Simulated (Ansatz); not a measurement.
`[OH][SnH2][SeH]` and `O[SiH2][SeH]` differ in one element.

Ansatz, PBE0-D4/def2-TZVP geometries, multiplicity 1. Each molecule was computed in one conformer, which needn't be the lowest.

Elements past krypton have def2 core potentials. Scalar relativity is left out up to krypton.

```json
{"property": "ideal-gas entropy at 298 K and 1 bar (rigid rotor, harmonic PBE0-D4/def2-TZVP) / J/(mol·K)", "`[OH][SnH2][SeH]`": "346"}
{"property": "LUMO energy (PBE/def2-TZVPP) / eV", "`[OH][SnH2][SeH]`": "-1.72"}
{"property": "HOMO energy (B3LYP/def2-TZVPP) / eV", "`[OH][SnH2][SeH]`": "-6.98"}
{"property": "LUMO energy (PBE0/def2-TZVPP) / eV", "`[OH][SnH2][SeH]`": "-0.84"}
{"property": "size of the dipole moment (PBE/def2-TZVPP) / D", "`[OH][SnH2][SeH]`": "0.62"}
{"property": "LUMO energy (B3LYP/def2-TZVPP) / eV", "`[OH][SnH2][SeH]`": "-1.15"}
```

Problem. What does the change do to each property? (An estimate is asked.)

Solution. The calculation gave: 
```csv
property,`O[SiH2][SeH]`,shift
"ideal-gas entropy at 298 K and 1 bar (rigid rotor, harmonic PBE0-D4/def2-TZVP) / J/(mol·K)",318,-28
LUMO energy (PBE/def2-TZVPP) / eV,-1.00,0.72
HOMO energy (B3LYP/def2-TZVPP) / eV,-7.02,-0.04
LUMO energy (PBE0/def2-TZVPP) / eV,-0.13,0.71
size of the dipole moment (PBE/def2-TZVPP) / D,1.45,0.83
LUMO energy (B3LYP/def2-TZVPP) / eV,-0.40,0.75
```

With PBE0 the HOMO falls by 0.05 eV and the LUMO rises by 0.71 eV, so the gap widens by about 0.76 eV. PBE moves the HOMO by -0.06 eV and ωB97M-V by -0.06 eV. Dipoles are sizes alone; their direction can turn.

B3LYP here is the variant with VWN-RPA as its local correlation; programs differ in this.

Spin–orbit coupling is left out; it splits and shifts lone-pair levels of the heavy atoms by tenths of an eV.
